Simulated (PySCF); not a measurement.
C₂H₆N, SMILES C([NH])C, multiplicity 2.

Geometry: B3LYP-D3(BJ)/def2-TZVP. The isomer is the one that the SMILES or the coordinates give; other isomers of the formula were not compared. Other conformers were not sampled.

Computed with M06-2X/def2-TZVPD (PySCF).

Gas-phase values at a fixed geometry.

The total energy comes out as -134.48609 hartree and the point group is Cs. The α spin, highest occupied and lowest empty level is -9.03 and 0.50 eV and the β spin, highest occupied and lowest empty level is -9.13 and -1.13 eV. The dipole moment comes out as 1.89 D and the quadrupole, principal values (traceless, Buckingham form, about the centre of nuclear charge) is -4.32, 0.35, 3.97 D·Å. The mean static polarisability comes out as 35.7 bohr³ (5.30 Å³). The polarisability, principal values comes out as 31.5, 35.1, 40.6 bohr³ and the ⟨S²⟩ is 0.755 (pure state 0.75).
